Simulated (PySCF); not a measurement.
C₂H₈AlN. Atoms are numbered in the order given.

```xyz
12

Al     0.0000     0.0000     1.4723
H      0.0000     1.4105     2.2010
H      0.0000    -1.4105     2.2010
N      0.0000     0.0000    -0.3130
C      0.0000    -1.2014    -1.1108
C      0.0000     1.2014    -1.1108
H     -0.8896    -1.2593    -1.7691
H      0.8896    -1.2593    -1.7691
H      0.0000    -2.0983    -0.4723
H      0.8896     1.2593    -1.7691
H     -0.8896     1.2593    -1.7691
H      0.0000     2.0983    -0.4723
```
Charge 0, spin multiplicity 1.

Geometry optimised at PBE0-D3(BJ)/def2-SVP. The structure was generated by enumeration; whether it is a known compound was not checked.

Computed with CAM-B3LYP/def2-TZVP (PySCF).

Symmetry labels are those of the subgroup C2v that the program uses (full group C2v).

Computed valence orbital energies around the gap with their symmetry:
```csv
orbital,symmetry,energy (eV)
HOMO−7,B1,-14.13
HOMO−6,B2,-13.97
HOMO−5,A2,-12.30
HOMO−4,A1,-12.27
HOMO−3,B2,-11.76
HOMO−2,A1,-10.50
HOMO−1,B2,-9.76
HOMO,B1,-7.80
LUMO,B1,0.12
LUMO+1,A1,1.59
LUMO+2,A1,2.18
LUMO+3,A1,2.63
```
